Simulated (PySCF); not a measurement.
## Structure from 2D NMR

Compound of formula C8H7FO. Correlations simulated from computed shifts and the bond graph:

HSQC (one-bond C–H):
```tsv
δH	δC
8.43	130.5
7.80	135.9
7.73	121.7
7.55	126.2
2.66	28.6
```

COSY cross peaks (H two or three bonds apart, from the bond graph; peaks can be absent where the dihedral angle is near 90°):
```tsv
δH	δH
8.43	7.80
7.80	7.55
```

HMBC (two and three bonds, from the bond graph):
```tsv
δH	δC
8.43	199.4, 142.1, 135.9, 126.2, 121.7
7.80	172.6, 142.1, 130.5, 126.2
7.73	199.4, 172.6, 142.1, 130.5, 126.2
7.55	172.6, 135.9, 130.5, 121.7
2.66	199.4, 142.1
```

Carbons without hydrogens: δ 199.4, 172.6, 142.1.

All values are calculated (PySCF): shieldings: GIAO PBE0/pcSseg-1, geometry from GFN2-xTB. Non-relativistic Hamiltonian, a single conformation, isolated molecule, one averaged value for each set of equivalent atoms.

Scale: $^{1}$H and $^{13}$C vs TMS (reference shieldings calculated alike).

Exchangeable hydrogens are left out of these lists.

Question: Which molecule is this?

Answer: SMILES CC(=O)c1cccc(F)c1.

Structure with atom numbers: `[CH3:1][C:2](=[O:3])[c:4]1[cH:5][cH:6][cH:7][c:8]([F:9])[cH:10]1`. Hydrogens are named by the atom that carries them.

1. δC 199.4 is C2, a ketone carbonyl carbon.
2. δC 172.6 is C8, an aromatic carbon bearing fluorine.
3. δC 142.1 is C4, a substituted aromatic carbon.
4. δC 135.9 is C6, an aromatic CH (δH 7.80).
5. δC 130.5 is C5, an aromatic CH (δH 8.43).
6. δC 126.2 is C7, an aromatic CH (δH 7.55).
7. δC 121.7 is C10, an aromatic CH (δH 7.73).
8. δC 28.6 is C1, a methyl carbon α to a carbonyl (δH 2.66).
9. HMBC from δH 8.43 reaches the proton-free carbons C2, C4.
10. HMBC from δH 7.80 reaches the proton-free carbons C8, C4.
11. HMBC from δH 7.73 reaches the proton-free carbons C2, C8, C4.
12. HMBC from δH 7.55 reaches the proton-free carbon C8.
13. COSY links 8.43–7.80, 7.80–7.55.

The shifts were computed for this structure.

Shifts are as computed. Against solution values, carbons near 30 ppm lie about +3 ppm off and those near 130 ppm about +5 ppm. Of 1211 compounds with measured shifts, 218 miss one by over three times the rms of a fit or turn the order of signals round; such compounds aren't used in these exercises.
